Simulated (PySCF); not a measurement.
## Cl⁺: ionisation energy

Cl⁺ [Ne] 3s2 3p4 (3P) → Cl²⁺ [Ne] 3s2 3p3 (4S), as a difference of total energies. Computed with PySCF 2.14 in aug-cc-pCVQZ-DK (10s9p7d5f3g, 134 functions), with scalar relativity by spin-free X2C-1e. Correlated levels: valence: [Ne] frozen; valence and next inner shell: 1s2 frozen; nothing frozen. The calculations carry no spin-orbit coupling.

| method | ionisation energy (eV) | error (eV) |
| --- | --- | --- |
| UHF | 22.579 | -1.192 |
| LDA | 23.968 | +0.197 |
| PBE | 23.832 | +0.061 |
| PBE0 | 23.826 | +0.055 |
| r2SCAN | 23.791 | +0.020 |
| BP86 | 24.013 | +0.242 |
| CAM-B3LYP | 23.962 | +0.191 |
| M06-2X | 23.817 | +0.046 |
| MP2 (valence) | 23.487 | -0.284 |
| SCS-MP2 (valence) | 23.598 | -0.173 |
| MP2 (valence and next inner shell) | 23.522 | -0.249 |
| SCS-MP2 (valence and next inner shell) | 23.622 | -0.149 |
| MP2 (all electrons) | 23.524 | -0.247 |
| SCS-MP2 (all electrons) | 23.623 | -0.148 |

Reference: 23.771 eV (measured; NIST levels, between the centres of gravity of the two terms).
